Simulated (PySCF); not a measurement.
Identify the unknown among the candidates.

All candidates are C7H12O.

* Dipole: 3.27 D [wB97X-D/def2-SVPD]
* Polarisability: 82.7 au [wB97X-D/def2-SVPD]
* UV, strongest line: among the 6 lowest singlet transitions: S3 at 7.76 eV (160 nm, f = 0.032) [TDDFT wB97X-D/def2-SVPD]
* UV, first state: lowest singlet excitation: 4.37 eV (284 nm, f = 0.000) [TDDFT wB97X-D/def2-SVPD]
* Rotational structure: rotational constants A, B, C: 2.894, 2.005, 1.298 GHz [PBE0-D3(BJ)/def2-SVP]

The electronic properties come from PySCF, for the isolated species, density fitting. Levels stand in brackets. The structure is a single PBE0-D3(BJ)/def2-SVP conformer in the gas phase; no vibrational or solvent corrections.

Question: Which candidate is it?
A. `C[C@@H]1CCCCC1=O`
B. `C=CC(=C)OC(C)C`
C. `C=C(C)CCC(C)=O`

Answer: A. It is `C[C@@H]1CCCCC1=O`. Numbering: `[CH3:1][C@@H:2]1[CH2:3][CH2:4][CH2:5][CH2:6][C:7]1=[O:8]`. Its formula, C7H12O, gives 2 degrees of unsaturation: 1 ring and 1 π bond in the structure found. The optimised geometry has point group C1 and is an asymmetric top.

The others, at the same levels:
- `C=CC(=C)OC(C)C` fails: its computed lowest singlet excitation is 5.58 eV (222 nm, f = 0.405) (against 4.37 eV), static isotropic polarisability is 94.0 au (against 82.7 au) and rotational constant A is 3.231 GHz (against 2.894 GHz).
- `C=C(C)CCC(C)=O` fails: its computed lowest singlet excitation is 4.54 eV (273 nm, f = 0.000) (against 4.37 eV), strongest line among the 6 lowest singlet transitions is S4 at 7.22 eV (172 nm, f = 0.348) (against S3 at 7.76 eV) and static isotropic polarisability is 89.0 au (against 82.7 au).

Each candidate is one conformer, not necessarily the lowest. The conformers computed, where there is a choice (atom-mapped SMILES and torsion angles):
- `[CH2:1]=[CH:2][C:3](=[CH2:4])[O:5][CH:6]([CH3:7])[CH3:8]`: C1–C2–C3–C4 180°, C2–C3–O5–C6 179°, C3–O5–C6–C7 157°
- `[CH2:1]=[C:2]([CH3:3])[CH2:4][CH2:5][C:6]([CH3:7])=[O:8]`: C1–C2–C4–C5 115°, C2–C4–C5–C6 179°, C4–C5–C6–C7 174°

The conformers of `C[C@@H]1CCCCC1=O` aren't listed.
